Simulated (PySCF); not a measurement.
## Mayer bond orders and bond lengths

C3H18Si5.
Numbering: `[CH3:1][CH2:2][Si@@H:3]([CH3:4])[Si:5]([SiH3:6])([SiH3:7])[SiH3:8]` (hydrogens: H9, H10, H11 on C1; H12, H13 on C2; H14 on Si3; H15, H16, H17 on C4; H18, H19, H20 on Si6; H21, H22, H23 on Si7; H24, H25, H26 on Si8)

Cartesian coordinates in Å at the PBE0-D3(BJ)/def2-SVP level; atoms count from 1:
```xyz
26
C3H18Si5 angstrom
C      2.2483    1.3615   -0.8903
C      1.9643    0.2257   -1.8674
Si     0.9577   -1.2017   -1.1394
C      1.8630   -2.0455    0.2819
Si    -1.1117   -0.3972   -0.3663
Si    -2.6210   -2.1787   -0.1931
Si    -0.9296    0.5659    1.7613
Si    -1.9671    1.1898   -1.8588
H      2.7984    1.0110   -0.0024
H      1.3160    1.8262   -0.5309
H      2.8516    2.1581   -1.3536
H      2.9063   -0.1997   -2.2578
H      1.4187    0.6033   -2.7502
H      0.6824   -2.2043   -2.2209
H      1.2611   -2.8689    0.6962
H      2.0676   -1.3358    1.0987
H      2.8237   -2.4620   -0.0607
H     -3.9334   -1.7216    0.3614
H     -2.8550   -2.7944   -1.5364
H     -2.0628   -3.2275    0.7185
H     -0.0481    1.7750    1.7399
H     -0.3488   -0.4214    2.7252
H     -2.2807    0.9738    2.2588
H     -2.1563    0.5770   -3.2110
H     -1.0144    2.3373   -1.9914
H     -3.2835    1.7211   -1.3865
```

Bond orders from the PBE0/pcSseg-1 density (PySCF). The structure is a single PBE0-D3(BJ)/def2-SVP conformer in the gas phase; no vibrational or solvent corrections.

Problem. How far do the computed orders between heavy atoms stray from the drawn ones?

Solution. The largest departure is 0.175, at Si3–Si5 (drawn single, 0.825). Drawn single, order below 0.88: Si3–Si5 (0.825), Si5–Si7 (0.875) and Si5–Si8 (0.875).

Problem. Set the Mayer orders of the bonds between heavy atoms beside their lengths.

Solution. 
```tsv
bond	drawn as	length (Å)	Mayer order
C1–C2	single	1.525	1.047
C2–Si3	single	1.892	0.921
Si3–C4	single	1.885	0.962
Si3–Si5	single	2.351	0.825
Si5–Si6	single	2.341	0.889
Si5–Si7	single	2.343	0.875
Si5–Si8	single	2.341	0.875
```

Bonds between the same two heavy elements. C–Si: lowest C2–Si3 (0.921, 1.892 Å), highest Si3–C4 (0.962, 1.885 Å). Si–Si: lowest Si3–Si5 (0.825, 2.351 Å), highest Si5–Si6 (0.889, 2.341 Å).

Problem. And the bonds to hydrogen?

Solution. C–H: 0.94 to 0.97 (8 bonds); H–Si: 0.93 to 0.95 (10 bonds).

Problem. Sum the orders of all bonds at each heavy atom with more than one neighbour and set the sums beside the valence in the SMILES.

Solution. C1 3.931 (drawn 4), C2 3.848 (drawn 4), Si3 3.658 (drawn 4), C4 3.814 (drawn 4), Si5 3.464 (drawn 4), Si6 3.676 (drawn 4), Si7 3.663 (drawn 4), Si8 3.664 (drawn 4). Orders between atoms that aren't bonded are not in these sums.

For a closed shell the Mayer order of atoms A and B is Σ (PS)μν (PS)νμ over the basis functions μ on A and ν on B, with P the density and S the overlap matrix.
